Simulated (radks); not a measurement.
Excited configurations of Sc2+: one electron is placed in a higher orbital outside [Ar]. The ground configuration is [Ar] 3d1. All-electron calculation, scalar-relativistic Kohn-Sham, BLYP, spin-unpolarised, spherical densities, point nucleus. Program: a radial shooting solver on a logarithmic mesh with Libxc functionals. Excitation = E - E(ground); binding = E(ion) - E, where the ion is the core of charge +3; n* = 3/sqrt(2 binding) in atomic units, and the quantum defect is n - n*.

| outer orbital | excitation (eV) | binding (eV) | quantum defect | eigenvalue (eV) |
|---|---|---|---|---|
| 4s | 3.120 | 21.747 | 1.627 | -18.078 |
| 4d | 13.673 | 11.195 | 0.693 | -9.030 |
| 5s | 13.922 | 10.945 | 1.655 | -9.290 |
| 5d | 17.971 | 6.896 | 0.786 | -5.712 |
| 5f | 19.585 | 5.283 | 0.185 | -4.307 |
| 6d | 20.186 | 4.681 | 0.886 | -3.947 |
| 7s | 20.350 | 4.518 | 1.794 | -3.889 |
| 7d | 21.470 | 3.397 | 0.996 | -2.895 |

The Delta-SCF ionisation energy is 24.868 eV (NIST Atomic Spectra Database: 24.757 eV, measured). Self-interaction in the functional shifts the binding energies and quantum defects, so they are the method's values and not measured ones. Spin polarisation and multiplet splitting are left out, so open shells lie too high by an amount that depends on their filling.

Beside tabulated values, note that spin-unpolarised runs miss the spin-polarisation part of the exchange energy of open shells.
